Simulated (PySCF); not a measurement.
Iron: a sound run and one with changed settings

Sound run: Fe [Ar] 3d6 4s2, Fe+ [Ar] 3d6 4s1. Calculation: PySCF 2.14, in cc-pVDZ; no relativity, point nucleus. In the sound run the correlated levels freeze [Ar]. The sound run starts from symmetry-adapted Hartree-Fock orbitals and uses a fine grid where one is needed.

Changed run: initial guess atom, at most 50 SCF cycles.

| species | method | sound run (hartree) | changed run (hartree) | converged |
| --- | --- | --- | --- | --- |
| Fe | UHF | -1262.45140 | -1262.32995 | yes |
| Fe | PBE | -1263.42627 | -1263.43811 | yes |
| Fe | r2SCAN | -1263.65770 | -1263.65770 | yes |
| Fe+ | UHF | -1262.21728 | -1262.21728 | yes |
| Fe+ | PBE | -1263.14240 | -1263.14240 | yes |
| Fe+ | r2SCAN | -1263.37471 | -1263.37471 | yes |
| Fe+ | MP2 | -1262.33298 | -1262.33298 | yes |

The plain start fixes occupations by D2h representation alone, and Fe at UHF, Fe at PBE landed in another state (other ⟨L²⟩ or ⟨S²⟩).
